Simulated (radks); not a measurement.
Question: The mean radii <r> (bohr) of the occupied orbitals of an atom or ion are listed with their occupations. Calculated with a radial shooting solver on a logarithmic mesh with Libxc functionals: scalar-relativistic Kohn-Sham, LB94 model potential, spin-polarised, spherical densities, finite nucleus; Fermi nuclear charge, rms radius of each element as measured or else 0.836 A^(1/3) + 0.57 fm.

| orbital | occ. | <r> |
|---|---|---|
| 1s up | 1 | 0.01832 |
| 1s down | 1 | 0.01832 |
| 2s down | 1 | 0.07745 |
| 2s up | 1 | 0.07745 |
| 2p down | 3 | 0.06930 |
| 2p up | 3 | 0.06930 |
| 3s up | 1 | 0.2008 |
| 3s down | 1 | 0.2008 |
| 3p up | 3 | 0.2009 |
| 3p down | 3 | 0.2009 |
| 3d up | 5 | 0.1819 |
| 3d down | 5 | 0.1819 |
| 4s up | 1 | 0.4493 |
| 4s down | 1 | 0.4493 |
| 4p up | 3 | 0.4773 |
| 4p down | 3 | 0.4773 |
| 4d up | 5 | 0.5086 |
| 4d down | 5 | 0.5087 |
| 5s up | 1 | 1.021 |
| 5s down | 1 | 1.023 |
| 4f up | 7 | 0.5780 |
| 4f down | 6 | 0.5785 |
| 5p up | 3 | 1.155 |
| 5p down | 3 | 1.157 |

Name the element and its charge. Open shells, if any, are filled with parallel spins first.

Answer: Z = 74, tungsten, charge +7: W7+ in [Xe] 4f13. The 1s radius gives Z: for a bare nucleus <r> = (2 gamma + 1)/(2Z) with gamma = sqrt(1 - (Z/c)^2), 0.01813 bohr for Z = 74, and screening makes it slightly larger (0.01832 here). The occupations add up to 67, and the charge is Z minus that.
